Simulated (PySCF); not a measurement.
# Silver: highly charged ions in a basis for the neutral atom

Ag⁹⁺ [Kr] 4d2, Ag¹⁰⁺ [Kr] 4d1. Calculation: PySCF 2.14, in def2-SVP with the def2 core potential (28 electrons) (5s3p2d1f, 31 functions); scalar relativity through the core potential. No spin-orbit coupling, so a gap to NIST mixes the basis error with missing relativistic terms.

Changed run: basis of the neutral atom used for a highly charged ion. This setting is unsound on purpose.

```csv
species,method,sound run (hartree),changed run (hartree),converged
Ag⁹⁺,UHF,not run,-122.22079,yes
Ag⁹⁺,PBE0,not run,-122.62855,yes
Ag⁹⁺,M06-2X,not run,-122.52509,yes
Ag¹⁰⁺,UHF,not run,-116.07177,yes
Ag¹⁰⁺,PBE0,not run,-116.44935,yes
Ag¹⁰⁺,M06-2X,not run,-116.35560,yes
```

Ionisation energy of Ag⁹⁺:

| method | changed run (eV) | NIST (eV) |
| --- | --- | --- |
| UHF | 167.32 | 167 ± 2.2 |
| PBE0 | 168.14 | 167 ± 2.2 |
| M06-2X | 167.88 | 167 ± 2.2 |

The contracted functions were made for the neutral atom and can be too rigid for a highly charged ion.
